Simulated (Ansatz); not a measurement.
A series at Ta: from tantalum pentafluoride, ligands are replaced one by one, each step taking up H₂O and setting free H–F; n counts the steps. Ansatz, PBE0-D4/def2-TZVP geometries. Each molecule was computed in one conformer, which needn't be the lowest.

| n | molecule | HOMO energy, ωB97M-V/def2-TZVPP (eV) |
| --- | --- | --- |
| 0 | `[F][Ta]([F])([F])([F])[F]` | -14.76 |
| 1 | `[OH][Ta]([F])([F])([F])[F]` | -13.10 |
| 2 | `[OH][Ta]([OH])([F])([F])[F]` | -12.65 |
| 3 | `[OH][Ta]([OH])([OH])([F])[F]` | -12.07 |
| 4 | `[OH][Ta]([OH])([OH])([OH])[F]` | ? |
| 5 | `[OH][Ta]([OH])([OH])([OH])[OH]` | -11.09 |

Task: By hand: fit a straight line y = ȳ + b (n − n̄) to the 5 given rows and predict n = 4.

Result: n̄ = 2.200, ȳ = -12.734; Σ(n − n̄)(y − ȳ) = 10.014, Σ(n − n̄)² = 14.800, so b = 0.677 eV a step. Prediction: -12.734 + (0.677) × (1.800) = -11.52 eV.

Task: By hand: compare with the computed value, -11.53 eV, and give the steps along the whole series.

Result: The line misses by -0.01 eV (computed minus predicted). Steps: 1.66, 0.45, 0.58, 0.54, 0.44 eV.

The steps differ by up to 1.22 eV without a steady trend. The highest orbital can change its character along such a series. The miss is 0.3 % of the series' range.
